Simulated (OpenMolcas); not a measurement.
**Computed levels of Co IV**

```
Program             : OpenMolcas 26.06
Method              : MS-CASPT2, IPEA 0.25 Eh, imaginary shift 0.1 Eh (closed shells correlated: 3s 3p)
Basis               : ANO-RCC-VTZP [6s5p3d2f1g]
Scalar Hamiltonian  : DKH2, point nucleus
Active space        : 6 electrons in 10 orbitals (3d 4d)
State averaging     : 2S+1 = 5 even, 5 roots; 2S+1 = 3 even, 45 roots; 2S+1 = 1 even, 44 roots
Spin-orbit coupling : state interaction with AMFI integrals over the reference wave functions, term energies averaged over their components
```

With spin-orbit coupling, above the lowest level:

```json
{"Configuration": "3d⁶", "Term": "⁵D", "J": "4", "E (cm⁻¹)": "0.0", "Measured (cm⁻¹)": "0.0", "g": "1.501", "Term weight %": "100", "Second": ""}
{"Configuration": "3d⁶", "Term": "⁵D", "J": "3", "E (cm⁻¹)": "609", "Measured (cm⁻¹)": "639", "g": "1.501", "Term weight %": "100", "Second": ""}
{"Configuration": "3d⁶", "Term": "⁵D", "J": "2", "E (cm⁻¹)": "1028", "Measured (cm⁻¹)": "1078", "g": "1.501", "Term weight %": "100", "Second": ""}
{"Configuration": "3d⁶", "Term": "⁵D", "J": "1", "E (cm⁻¹)": "1296", "Measured (cm⁻¹)": "", "g": "1.501", "Term weight %": "100", "Second": ""}
{"Configuration": "3d⁶", "Term": "⁵D", "J": "0", "E (cm⁻¹)": "1426", "Measured (cm⁻¹)": "1494", "g": "", "Term weight %": "100", "Second": ""}
{"Configuration": "3d⁶", "Term": "³P(1)", "J": "2", "E (cm⁻¹)": "23760", "Measured (cm⁻¹)": "22883", "g": "1.500", "Term weight %": "99", "Second": ""}
{"Configuration": "3d⁶", "Term": "³H", "J": "6", "E (cm⁻¹)": "24620", "Measured (cm⁻¹)": "23680", "g": "1.166", "Term weight %": "100", "Second": ""}
{"Configuration": "3d⁶", "Term": "³H", "J": "5", "E (cm⁻¹)": "24890", "Measured (cm⁻¹)": "24032", "g": "1.037", "Term weight %": "98", "Second": "2 ³G"}
{"Configuration": "3d⁶", "Term": "³H", "J": "4", "E (cm⁻¹)": "25070", "Measured (cm⁻¹)": "24272", "g": "0.818", "Term weight %": "94", "Second": "2 ³F(1)"}
{"Configuration": "3d⁶", "Term": "³P(1)", "J": "1", "E (cm⁻¹)": "25650", "Measured (cm⁻¹)": "24729", "g": "1.499", "Term weight %": "99", "Second": ""}
{"Configuration": "3d⁶", "Term": "³F(1)", "J": "4", "E (cm⁻¹)": "26330", "Measured (cm⁻¹)": "25396", "g": "1.228", "Term weight %": "93", "Second": "4 ³H"}
{"Configuration": "3d⁶", "Term": "³P(1)", "J": "0", "E (cm⁻¹)": "26410", "Measured (cm⁻¹)": "25449", "g": "", "Term weight %": "99", "Second": ""}
{"Configuration": "3d⁶", "Term": "³F(1)", "J": "3", "E (cm⁻¹)": "26640", "Measured (cm⁻¹)": "25736", "g": "1.074", "Term weight %": "97", "Second": "3 ³G"}
{"Configuration": "3d⁶", "Term": "³F(1)", "J": "2", "E (cm⁻¹)": "26860", "Measured (cm⁻¹)": "25969", "g": "0.667", "Term weight %": "100", "Second": ""}
{"Configuration": "3d⁶", "Term": "³G", "J": "5", "E (cm⁻¹)": "29950", "Measured (cm⁻¹)": "29022", "g": "1.197", "Term weight %": "98", "Second": "2 ³H"}
{"Configuration": "3d⁶", "Term": "³G", "J": "4", "E (cm⁻¹)": "30490", "Measured (cm⁻¹)": "29592", "g": "1.054", "Term weight %": "95", "Second": "4 ³F(1)"}
{"Configuration": "3d⁶", "Term": "³G", "J": "3", "E (cm⁻¹)": "30710", "Measured (cm⁻¹)": "29868", "g": "0.760", "Term weight %": "97", "Second": "3 ³F(1)"}
{"Configuration": "3d⁶", "Term": "³D", "J": "1", "E (cm⁻¹)": "37110", "Measured (cm⁻¹)": "", "g": "0.501", "Term weight %": "100", "Second": ""}
{"Configuration": "3d⁶", "Term": "³D", "J": "2", "E (cm⁻¹)": "37130", "Measured (cm⁻¹)": "", "g": "1.166", "Term weight %": "98", "Second": ""}
{"Configuration": "3d⁶", "Term": "¹I", "J": "6", "E (cm⁻¹)": "37320", "Measured (cm⁻¹)": "35943", "g": "1.001", "Term weight %": "100", "Second": ""}
{"Configuration": "3d⁶", "Term": "³D", "J": "3", "E (cm⁻¹)": "37350", "Measured (cm⁻¹)": "36554", "g": "1.333", "Term weight %": "100", "Second": ""}
{"Configuration": "3d⁶", "Term": "¹G(1)", "J": "4", "E (cm⁻¹)": "38350", "Measured (cm⁻¹)": "36683", "g": "1.001", "Term weight %": "99", "Second": ""}
{"Configuration": "3d⁶", "Term": "¹S", "J": "0", "E (cm⁻¹)": "42900", "Measured (cm⁻¹)": "41442", "g": "", "Term weight %": "99", "Second": ""}
{"Configuration": "3d⁶", "Term": "¹D", "J": "2", "E (cm⁻¹)": "44180", "Measured (cm⁻¹)": "42342", "g": "1.002", "Term weight %": "98", "Second": ""}
{"Configuration": "3d⁶", "Term": "¹F", "J": "3", "E (cm⁻¹)": "51940", "Measured (cm⁻¹)": "50630", "g": "1.001", "Term weight %": "99", "Second": ""}
{"Configuration": "3d⁶", "Term": "³P(2)", "J": "0", "E (cm⁻¹)": "59410", "Measured (cm⁻¹)": "58321", "g": "", "Term weight %": "100", "Second": ""}
{"Configuration": "3d⁶", "Term": "³P(2)", "J": "1", "E (cm⁻¹)": "60010", "Measured (cm⁻¹)": "58920", "g": "1.501", "Term weight %": "100", "Second": ""}
{"Configuration": "3d⁶", "Term": "³F(2)", "J": "2", "E (cm⁻¹)": "60960", "Measured (cm⁻¹)": "59749", "g": "0.666", "Term weight %": "100", "Second": ""}
{"Configuration": "3d⁶", "Term": "³F(2)", "J": "4", "E (cm⁻¹)": "61130", "Measured (cm⁻¹)": "59838", "g": "1.250", "Term weight %": "100", "Second": ""}
{"Configuration": "3d⁶", "Term": "³F(2)", "J": "3", "E (cm⁻¹)": "61150", "Measured (cm⁻¹)": "59903", "g": "1.083", "Term weight %": "99", "Second": ""}
{"Configuration": "3d⁶", "Term": "³P(2)", "J": "2", "E (cm⁻¹)": "61320", "Measured (cm⁻¹)": "60098", "g": "1.500", "Term weight %": "100", "Second": ""}
{"Configuration": "3d⁶", "Term": "¹G(2)", "J": "4", "E (cm⁻¹)": "69800", "Measured (cm⁻¹)": "67907", "g": "1.001", "Term weight %": "100", "Second": ""}
```

Against the 28 measured excited levels shown (Sugar and Corliss, J. Phys. Chem. Ref. Data 10, 1097 (1981)) the mean absolute deviation is 1000 cm-1; the largest miss in energy is 3d⁶ ¹G₄(2): computed 69800, measured 67907 cm⁻¹ (+2.8 %), and the largest in proportion 3d⁶ ⁵D₃ (-4.7 %).

Spin-orbit coupling puts the lowest level 639 cm⁻¹ below the lowest spin-free term.

For ⁵D the intervals divided by the larger J are -130.7, -133.8, -139.7, -152.2 cm-1. Landé's interval rule makes them equal in pure LS coupling; they differ by 15 % of their mean. The multiplet is inverted.

Term energies are means over components that CASPT2 splits; among the terms shown or strongly mixed into the levels shown the widest spread is 1000 cm-1 (3d⁶ ¹I). Active for correlation alone: 4d; no level in the range computed is led by a configuration that fills it, so any true level of that kind is missing. The CASPT2 spread within a term exceeds the gap to the next term for 3d⁶ ³D and 3d⁶ ¹I, 3d⁶ ¹I and 3d⁶ ¹G(1), so the order of their levels is uncertain. Measured partners are found by configuration, term and J. A level has none where our copy of the source lacks it or the pairing is in doubt (some pairs that miss far off the trend of their configuration count as doubtful), and it then counts in no deviation. Only configurations of the active space appear. The first state left out of the spin-orbit step lies near 100000 cm-1 above the lowest spin-free state of the reference (among the parities and spins computed), and the list stops at four fifths of that energy or lower.

The term weight is that of the spin-free term in the level, not the purity of its configuration. A number in round brackets counts repeated terms of one configuration in the order of the reference energies.
